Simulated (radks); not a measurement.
Results of a calculation; reference values are marked as such.
Numerical settings for the rhenium ion Re2+, [Xe] 4f14 5d5. Level of theory: scalar-relativistic Kohn-Sham, PBEsol, spin-polarised, spherical densities, point nucleus; open shells are filled with parallel spins first (spin-orbit coupling, left out, can overturn this in heavy ions) (a radial shooting solver on a logarithmic mesh with Libxc functionals). The defaults (mesh step 0.008 in ln r, mesh end at 40 bohr or more with all orbitals vanishing there, Anderson mixing 0.5 over 9 steps, residual threshold near 1e-9 with the energy settled to 1e-9 hartree or 1e-11 of itself, here a cap of 65 iterations) give E = -16686.604 hartree and 5d at -22.704 eV in 15 iterations. Times are rough (one thread of a shared host). Changes against that run (0 stands for a change within the tolerance of the run):

setting,iterations,converged,E (mhartree),e(5d) (meV),CPU (s)
mesh step in ln r 0.003,15,yes,0,0,0.85
mesh step in ln r 0.02,15,yes,0,0,0.15
mesh step in ln r 0.012,15,yes,0,0,0.23
mesh end (bohr) 8,15,yes,+0.0208,+1.43,0.33
mesh end (bohr) 1,14,level above zero,+2.25e+05,+6.19e+05,0.24
residual threshold 0.001,11,yes,0,-0.289,0.27
residual threshold 0.01,11,yes,0,-0.289,0.27
mixing 2.5,17,yes,0,0,0.37
"linear mixing, mixing 0.5",30,yes,0,0,0.5
"linear mixing, mixing 0.8",65,no,+9.87e+04,-2.22e+05,2.6
mixing history 2,22,yes,0,0,0.43
iteration cap 8,8,no,+0.0057,+10.2,0.19

Settled on a wrong energy, with an occupied level pushed above zero by the early mesh end: mesh end (bohr) 1 (+225 hartree). Apart from these: no run marked as converged misses the energy by more than 1 mhartree. A mesh that ends early acts as a hard wall.
